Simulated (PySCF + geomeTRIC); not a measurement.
Method: TPSS-D3(BJ)/def2-SVP in PySCF + geomeTRIC. fastk is a local helper that only speeds up exchange builds. No frequencies were computed at this level.

```python
import json, numpy as np
from pyscf import gto, dft
from fastk import lowrank_exchange
atoms = """
Zn    -0.000001     0.000001    -0.000001
Cl    -0.619868    -1.577935    -1.312191
Cl     0.619870     1.577933     1.312193
"""
def scf(charge, spin, dm0=None):
    mol = gto.M(atom=atoms, basis='def2-svp', ecp={}, charge=charge, spin=spin, verbose=3, max_memory=3360)
    mf = dft.KS(mol, xc='tpss').density_fit(auxbasis="def2-universal-jkfit")
    mf.disp = 'd3bj'
    mf.grids.level = 3
    mf.conv_tol = 1e-8
    mf.max_cycle = 120
    mf.level_shift = 0.25
    mf.kernel(dm0)
    if not mf.converged:
        mf = mf.newton().run(mf.mo_coeff, mf.mo_occ).undo_soscf()
    return mf
mf = scf(0, 0)
from pyscf.geomopt.geometric_solver import kernel as optimize
path = []
done, mol = optimize(mf, maxsteps=120, assert_convergence=False, callback=lambda env: path.append((env["energy"], bool(env["g_scanner"].converged))))
res = dict(converged=bool(done and path[-1][1]), energy=path[-1][0], path=[e for e, c in path], xyz=mol.atom_coords(unit="Angstrom").tolist(), nao=mol.nao)
json.dump(res, open("result.json", "w"))
```

Output:

```
converged SCF energy = -2699.40541948278
Geometry optimization cycle 1
converged SCF energy = -2699.40541948219
cycle 1: E = -2699.40541948  dE = -2699.41  norm(grad) = 0.0157985
Geometry optimization cycle 2
converged SCF energy = -2699.40618705439
cycle 2: E = -2699.40618705  dE = -0.000767572  norm(grad) = 0.00562663
Geometry optimization cycle 3
converged SCF energy = -2699.406287717
cycle 3: E = -2699.40628772  dE = -0.000100663  norm(grad) = 0.000569285
Geometry optimization cycle 4
converged SCF energy = -2699.40628875385
cycle 4: E = -2699.40628875  dE = -1.03685e-06  norm(grad) = 0.000134067
Geometry optimization cycle 5
converged SCF energy = -2699.40628856669
cycle 5: E = -2699.40628857  dE = 1.87163e-07  norm(grad) = 0.000338536
<class 'geometric.internal.Distance'> : 2
<class 'geometric.internal.LinearAngle'> : 2
<class 'geometric.internal.TranslationX'> : 1
<class 'geometric.internal.TranslationY'> : 1
<class 'geometric.internal.TranslationZ'> : 1
<class 'geometric.internal.RotationA'> : 1
<class 'geometric.internal.RotationB'> : 1
<class 'geometric.internal.RotationC'> : 1
Step    0 : Gradient = 9.121e-03/1.117e-02 (rms/max) Energy = -2699.4054194822
Step    1 : Displace = 2.171e-02/2.659e-02 (rms/max) Trust = 1.000e-01 (=) Grad = 3.249e-03/3.979e-03 (rms/max) E (change) = -2699.4061870544 (-7.676e-04) Quality = 1.366
Step    2 : Displace = 1.204e-02/1.474e-02 (rms/max) Trust = 1.414e-01 (+) Grad = 3.287e-04/4.026e-04 (rms/max) E (change) = -2699.4062877170 (-1.007e-04) Quality = 0.901
Step    3 : Displace = 9.977e-04/1.222e-03 (rms/max) Trust = 2.000e-01 (+) Grad = 7.740e-05/9.481e-05 (rms/max) E (change) = -2699.4062887539 (-1.037e-06) Quality = 0.757
Step    4 : Displace = 6.243e-04/7.647e-04 (rms/max) Trust = 2.828e-01 (+) Grad = 1.955e-04/2.394e-04 (rms/max) E (change) = -2699.4062885667 (+1.872e-07) Quality = -0.150
Converged! =D
```

Cost: about 30 core-seconds (a rough figure).
